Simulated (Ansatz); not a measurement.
A nudged elastic band was laid between two geometries of ClF3H2OW (8 atoms, charge 0, multiplicity 1).

All numbers below come from Ansatz 0.2.0, RKS PBE0/def2-SVP.

| Property | Result |
| --- | --- |
| movable images | 9 |
| climbing image | yes |
| spring | 5.0 eV/Å² |
| optimiser | quadratic models (default) |
| start path | through a guess of the saddle point |
| force threshold | 0.03 eV/Å |
| iteration limit | 60 |
| end points | relaxed |

Image 0:

```xyz
8
Properties=species:S:1:pos:R:3
W 0.146 -0.210 -0.016
H 0.077 0.372 1.570
F 1.950 -0.350 0.340
F 0.241 1.712 -0.006
F -1.694 -0.173 0.123
Cl 0.015 -2.451 0.373
O 0.271 0.215 -1.822
H 0.331 1.139 -2.120
```

Image 10:

```xyz
8
Properties=species:S:1:pos:R:3
W -0.639 -0.737 -0.117
H 1.241 1.656 0.327
F 1.819 1.860 -0.388
F -0.019 0.709 0.969
F -2.249 -0.427 0.736
Cl -1.012 -2.859 -0.709
O 0.817 -0.376 -1.142
H 1.379 0.427 -1.234
```

Question: Which bonds break or form, and what moves?

Answer: Bonds broken: W1–H2, W1–F3. Bonds formed: H2–F3. ClF3H2OW becomes ClF2HOW + FH.

Question: Give the energies along the band, and the barrier.

Answer: The run converged. The highest image is number 5 of 0 to 10, 1.28 eV above the first end and 0.51 eV above the last; the last end lies 0.77 eV above the first. The profile has 3 maxima (images 1, 3, 5) with wells between them (images 2, 4): this band takes more than one step, which may be the mechanism or a detour left from its start path. Neighbouring images differ by up to 1.2 eV, so the band resolves the path poorly. A vibrational analysis at the climbing image gives one clearly imaginary mode, 393i cm⁻¹: a first-order saddle point. The orbitals stay closed-shell, which can raise the energy where a bond breaks towards radicals; this wasn't checked here.

| image | path coordinate (Å) | energy (eV) | W1–H2 (Å) | W1–F3 (Å) | H2–F3 (Å) |
| --- | --- | --- | --- | --- | --- |
| 0 | 0.00 | 0.00 | 1.69 | 1.84 | 2.35 |
| 1 | 0.80 | 0.04 | 1.70 | 1.87 | 2.22 |
| 2 | 1.59 | 0.03 | 1.69 | 1.91 | 2.10 |
| 3 | 2.39 | 0.08 | 1.71 | 1.89 | 2.18 |
| 4 | 3.18 | 0.06 | 1.66 | 1.97 | 1.91 |
| 5 | 3.98 | 1.28 | 1.91 | 2.25 | 1.07 |
| 6 | 4.84 | 1.19 | 2.72 | 2.97 | 0.93 |
| 7 | 5.70 | 1.14 | 2.90 | 3.10 | 0.93 |
| 8 | 6.56 | 1.04 | 2.95 | 3.33 | 0.94 |
| 9 | 7.42 | 0.85 | 3.04 | 3.56 | 0.94 |
| 10 | 8.29 | 0.77 | 3.08 | 3.59 | 0.94 |

Question: What is the geometry of the highest image?

Answer: 
```xyz
8
Properties=species:S:1:pos:R:3
W -0.410 -0.006 -0.089
H 1.159 0.033 1.004
F 1.804 0.267 0.184
F -0.447 1.738 0.534
F -2.233 -0.132 0.216
Cl -0.113 -2.242 0.174
O 0.302 0.236 -1.791
H 1.275 0.358 -1.789
```

The run took 3.3 min on 4 threads of AMD EPYC 9R45 96-Core Processor (Zen 5), with other jobs on the host, peak memory 0.33 GiB.
